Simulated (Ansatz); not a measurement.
Computed with Ansatz on PBE0-D4/def2-TZVP structures; ΔE is electronic, products minus reactants. CCSD(T)/CBS is the MP2 limit (def2-TZVPP, def2-QZVPP) plus CCSD(T) − MP2 in def2-TZVPP, frozen cores. DFT in def2-TZVPP. B3LYP here is the variant with VWN-RPA as its local correlation; programs differ in this. Each species was taken in one conformer, which may not be the lowest.

`O=CB[SiH3]` + `O/C=C/[SiH3]` → `O=CB(O)[SiH3]` + `C=C[SiH3]`  (redistribution)

`O=CB[SiH3]`:

Cartesian coordinates in Å:
```
O 0.121 1.642 -1.397
C -0.258 0.503 -1.630
B -0.748 0.160 -0.218
Si 0.510 -0.544 1.183
H -0.184 0.055 -2.635
H -1.877 0.458 0.041
H 0.061 -1.927 1.520
H 1.918 -0.614 0.709
H 0.459 0.269 2.427
```

`O/C=C/[SiH3]`:

Z-matrix (Å, degrees):
```
Si
C 1 1.844
H 1 1.489 2 111.7
H 1 1.489 2 111.7 3 -119.9
H 1 1.488 2 108.5 3 120.1
C 2 1.334 1 121.6 3 -120.1
H 2 1.090 1 120.0 3 59.9
O 6 1.345 2 127.2 1 180.0
H 6 1.086 2 122.5 1 0.0
H 8 0.964 6 109.2 2 0.0
```

`O=CB(O)[SiH3]`:

Z-matrix (Å, degrees):
```
Si
B 1 2.023
H 1 1.491 2 109.5
H 1 1.491 2 109.2 3 -116.8
H 1 1.485 2 113.1 3 121.7
C 2 1.627 1 125.8 3 55.6
O 2 1.339 1 122.0 3 -124.5
O 6 1.212 2 117.5 1 -179.8
H 6 1.110 2 123.6 1 0.2
H 7 0.976 2 108.8 1 -179.9
```

`C=C[SiH3]`:

```xyz
9

C    -1.076    0.426    1.022
C    -0.368    0.625   -0.086
Si    0.924   -0.567   -0.694
H    -0.935   -0.458    1.639
H    -1.828    1.132    1.364
H    -0.558    1.530   -0.660
H     0.583   -1.068   -2.053
H     1.004   -1.714    0.248
H     2.254    0.094   -0.781
```

```tsv
level	ΔE (kcal/mol)	difference from CCSD(T)/CBS
LDA (SPW92)	-39.3	7.0
revPBE-D4	-39.6	6.7
B97M-V	-41.9	4.4
ωB97M-V	-45.3	1.0
PBE	-39.7	6.6
PBE0	-42.3	4.0
B3LYP	-43.9	2.4
r2SCAN0	-43.1	3.2
BHLYP	-46.3	0.0
LC-ωPBE	-44.1	2.2
HF/def2-SVP	-50.0	-3.7
MP2/def2-SVP	-49.3	-3.0
CCSD/def2-TZVPP	-47.2	-0.9
SCS-MP2/def2-QZVPP	-46.7	-0.4
HF/CBS(def2)	-47.9	-1.6
CCSD/CBS(def2)	-47.2	-0.9
CCSD(T)/CBS	-46.3	0
```

Largest T1 diagnostic among the species: 0.021, so the coupled-cluster value is less sure than usual.

From r2SCAN to r2SCAN0 (25 % exact exchange), in def2-TZVPP and without D4, ΔE moves by −2.3 kcal/mol. In def2-TZVPP, CCSD(T) changes the Hartree–Fock value by +1.6 kcal/mol (the triples alone add +0.9 kcal/mol) and MP2 by +1.7 kcal/mol. At CCSD(T), def2-SVP lies −2.9 kcal/mol from the extrapolated value and def2-TZVPP −0.0 kcal/mol.
